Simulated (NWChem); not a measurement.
# C3H3NO2; SMILES C1OC=NC1=O

```xyz
9

O     -0.0386     2.0402     0.0000
C      0.0306     0.8366     0.0000
C     -1.1538    -0.1472     0.0000
O     -0.5133    -1.4388     0.0000
C      0.8071    -1.1672     0.0000
N      1.2161     0.0504     0.0000
H     -1.7747    -0.0544     0.8948
H     -1.7747    -0.0544    -0.8948
H      1.4453    -2.0453     0.0000
```
Atoms are numbered in this order, from 1.

Computed with NWChem. Pople sets run with spherical d functions. The geometry was optimised at B3LYP/6-31G* (spherical d). Level: B3LYP/6-31G* with SMD (1 M gas to 1 M solution), gas-phase geometry.

Task: Predict the results for solvent toluene. Quantities: solvation free energy (kcal/mol); cavity-dispersion-structure term (kcal/mol); dipole in solution (D).

Result: 
* **solvation free energy (kcal/mol)**: -5.8
* **cavity-dispersion-structure term (kcal/mol)**: -0.9
* **dipole in solution (D)**: 4.26
